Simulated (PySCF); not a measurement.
# Two-photon absorption: SMILES N#Cc1ccc([O-])[se]1, [C5H2NOSe]-, charge -1

Geometry:
```csv
atom,x (Å),y (Å),z (Å)
N1,3.517,0.325,0.019
C2,2.359,0.329,-0.036
C3,0.984,0.296,-0.084
C4,0.177,-0.744,0.324
C5,-1.196,-0.587,0.194
C6,-1.682,0.604,-0.337
O7,-2.800,1.022,-0.566
Se8,-0.062,1.756,-0.757
H9,0.613,-1.647,0.731
H10,-1.902,-1.349,0.488
```

Total charge -1.

Level of theory: TDDFT B3LYP/aug-cc-pVDZ excited states, vertical, gas phase (PySCF 2.14.0). Geometry: GFN2-xTB.

The calculation is non-relativistic, which matters for the atoms heavier than Zn. For a gas-phase anion, states above the detachment energy (about 1.2 eV, taken as minus the energy of the highest occupied orbital) lie in the continuum and depend on the basis.

How strongly do the lowest singlets absorb one photon, and two photons of half the energy?

δ for parallel linear polarisation; σ at the peak of a Lorentzian of half width 0.1 eV, single beam; Ω is circular over linear.
| state | E (eV) | f | photon λ (nm) | δ (au) | σ (GM) | Ω | main |
| --- | --- | --- | --- | --- | --- | --- | --- |
| S1 | 3.11 | 0.004 | 798 | 69 | 0.24 | 1.50 | HOMO→LUMO 0.99 |
| S2 | 3.35 | 0.000 | 739 | 3.49 | 0.01 | 1.50 | HOMO→LUMO+3 0.94 |
| S3 | 3.68 | 0.001 | 675 | 162 | 0.80 | 1.50 | HOMO→LUMO+2 0.95 |
| S4 | 3.72 | 0.130 | 667 | 95.3 | 0.48 | 0.63 | HOMO→LUMO+1 0.90 |
| S5 | 3.91 | 0.002 | 634 | 296 | 1.66 | 1.50 | HOMO→LUMO+4 0.93 |

Among these, the strongest one-photon state is S4, the strongest two-photon state S5.
